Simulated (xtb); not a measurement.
CH$_{5}$Si (SMILES C[SiH2]), doublet, geometry from GFN2-xTB. Base run: xtb with GFN0-xTB.

Geometry (Å):
```xyz
7

C     -0.0096     0.0856    -1.2079
Si     0.0069     0.0234     0.6844
H     -0.0343    -0.9190    -1.6286
H     -0.8799     0.6184    -1.5812
H      0.8747     0.5822    -1.5977
H     -1.2156    -0.5361     1.2480
H      1.2157    -0.5862     1.2251
```
Charge 0, spin multiplicity 2.
All else is at xtb's defaults.
Base energy -6.66186 Eh.

Each row names what was changed in the base input (with any setting that the change needs).

```tsv
change	ΔE vs base (mEh)
base	0.000
acc = 0.0001	0.000
acc = 1000	0.000
etemp = 10	0.000
```
